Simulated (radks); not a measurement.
Values are calculated unless marked as measured or tabulated.
Spherical quantum dot in the effective-mass picture: electrons in a parabolic well V = omega^2 r^2 / 2 with omega = 0.0723, with a point charge +2 (a donor) at the centre, all in effective atomic units (hartree* = m*/eps^2 hartree, bohr* = eps/m* bohr), one dielectric constant everywhere. Level of theory: non-relativistic Kohn-Sham, PBE, spin-polarised, spherical densities (a radial shooting solver with Libxc functionals). Levels are named by radial order and angular momentum (1s, 1p, 1d, 2s, ...), and open shells are averaged over m.

N = 11, configuration 1s2 1p6 1d(up 1, down 0) 2s2. This is the lowest configuration that the search found (a dilute case). Occupied levels:

level    occupation  eigenvalue (hartree*)  <r> (bohr*)
1s down           1                0.54084       0.9485
1s up             1                0.54116       0.9485
2s up             1                 1.0254        8.474
2s down           1                 1.0279        8.152
1p up             3                 1.0420        9.028
1p down           3                 1.0458        8.772
1d up             1                 1.0700        9.831

Energy (hartree*): total 2.65089, kinetic 3.2175, external -6.9804, Hartree 8.3832, exchange-correlation -1.9694.

Electron density:

r (bohr*)  n(r) (e/bohr*^3)
0.752                0.2220
2.01               0.004966
3.27              0.0009866
4.52               0.001272
5.78               0.001588
7.04               0.001723
8.29               0.001606
9.55               0.001245
10.8              0.0007652
12.1              0.0003529
13.3              0.0001205
14.6             0.00003195
15.8              6.558e-06
